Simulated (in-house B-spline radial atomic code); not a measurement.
## Ionising neutral gallium with different functionals

Computed with an all-electron radial atomic-structure program (B-spline basis): scalar-relativistic (spin-free X2C) Hamiltonian, Fermi nucleus of rms radius 3.9973 fm, spin-polarised at highest spin, spherical fractional occupations for the functionals, the average over the highest-spin determinants for Hartree-Fock. The ionisation energy is the difference of two self-consistent energies, [Ar] 3d10 4s2 4p1 → [Ar] 3d10 4s2, without Breit or QED terms; ε is the level of the shell that loses the electron (its least bound occupied spin orbital). There is no spin-orbit coupling in this Hamiltonian.

Hybrids are left out here: with spherical fractional occupations of an open shell their exact exchange keeps a self-interaction that integer-occupation calculations don't have.

```
           method          rung  ΔSCF (eV)  -ε(4p) (eV)
     Hartree-Fock  Hartree-Fock       5.45         5.65
         LDA VWN5           LDA       6.03         2.97
         LDA PW92           LDA       6.03         2.96
LDA exchange-only           LDA       5.19         2.29
              PBE           GGA       5.87         2.87
           PBEsol           GGA       5.87         2.87
             BLYP           GGA       5.79         2.70
             RPBE           GGA       5.82         2.84
             PW91           GGA          ?            ?
             BP86           GGA       6.01         2.98
             AM05           GGA       5.82         2.82
             OLYP           GGA       5.62         2.62
             TPSS      meta-GGA       5.80         2.83
             SCAN      meta-GGA          ?            ?
           r2SCAN      meta-GGA       5.85         2.96
          revTPSS      meta-GGA       5.80         2.84
```

What does PW91 give?

ΔSCF 5.93 eV, and -ε(4p) = 2.91 eV.

What does SCAN give?

ΔSCF 5.86 eV, and -ε(4p) = 2.94 eV.

How do they compare with the NIST value?

NIST lists 5.999 eV (measured, ground level to ground level). Errors run from -0.81 to +0.03 eV; BP86 is closest (+0.01 eV), but part of that can be cancellation, since the calculations leave out spin-orbit coupling, Breit-QED terms, multiplet and fine-structure energies. Hartree-Fock also lacks correlation.
